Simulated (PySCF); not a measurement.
NMR data simulated for an unnamed compound:

¹H NMR (500 MHz, computed): δ 7.50 (m, 1H), 7.47 (m, 1H), 7.30 (m, 1H), 7.30 (m, 1H), 2.47 (s, 3H).

¹³C{¹H} NMR (computed): δ 171.6 (C), 136.5 (CH), 132.9 (CH), 131.4 (C), 129.0 (CH), 120.8 (CH), 18.5 (CH3).

Theoretical values (PySCF): σ from GIAO-PBE0/pcSseg-1, coordinates at the GFN2-xTB level. Averaged over atoms made equivalent by symmetry, fast rotation or ring inversion, isolated molecule, a single conformation, non-relativistic Hamiltonian.

δ = σ(ref) − σ, references computed at the same level: TMS for ¹H and ¹³C.

**Question.** Which of these does the molecule contain: an OH group, a benzene ring, an NH or NH2 group, a Si–CH3 group?

**Answer.** 
- An OH group: no.
- A benzene ring: yes.
- An NH or NH2 group: no.
- A Si–CH3 group: no.

The data belong to 2-methyl-1-fluorobenzene (Cc1ccccc1F, C7H7F); they needn't prove each group on their own.

Carbon signals by region: 1 in the far downfield region (above 160 ppm), 5 in the sp2 and nitrile region (100–160 ppm), 1 below 50 ppm. Above 160 ppm: 171.6, aromatic carbon bearing fluorine.

Splittings by ¹⁹F in the carbon and heteronuclear signals aren't shown, as no couplings were computed. Shifts are as computed. Against solution values, carbons near 30 ppm lie about +3 ppm off and those near 130 ppm about +5 ppm. Of 1211 compounds with measured shifts, 218 miss one by over three times the rms of a fit or turn the order of signals round; such compounds aren't used in these exercises. No couplings were computed; multiplicities are counted from neighbouring protons, with m where these are inequivalent, close in shift, in a saturated or five-membered ring or joined by F or P, and br s for small geminal =CH2 splittings.
